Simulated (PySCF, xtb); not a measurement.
Si(H)2(F)(NHSiH3) (FH₆NSi₂), SMILES [SiH3]N[SiH2]F.

Coordinates come from a PBE0-D3(BJ)/def2-SVP optimisation. One conformer was computed; it need not be the lowest.

Computed with C-PCM-B3LYP/def2-SVP (PySCF 2.14.0).

The values are the electrostatic part of the solvation free energy, E(continuum) − E(gas) at the gas-phase geometry, in a cavity of scaled van der Waals radii (PySCF's table); cavitation and dispersion terms are not included. In vacuum the orbital gap is 8.03 eV. The dipole moment in vacuum is 1.76 D.

| solvent | ε | ΔG(elec) (kcal/mol) | dipole (D) | gap (eV) |
|---|---|---|---|---|
| water | 78.36 | -3.1 | 2.14 | 8.10 |
| cyclohexanone | 15.62 | -2.9 | 2.12 | 8.10 |
| chloroform | 4.71 | -2.4 | 2.05 | 8.09 |

For comparison, GFN2-xTB/ALPB(water) (xtb, at the GFN2-xTB geometry, all terms of that model) gives 0.3 kcal/mol.
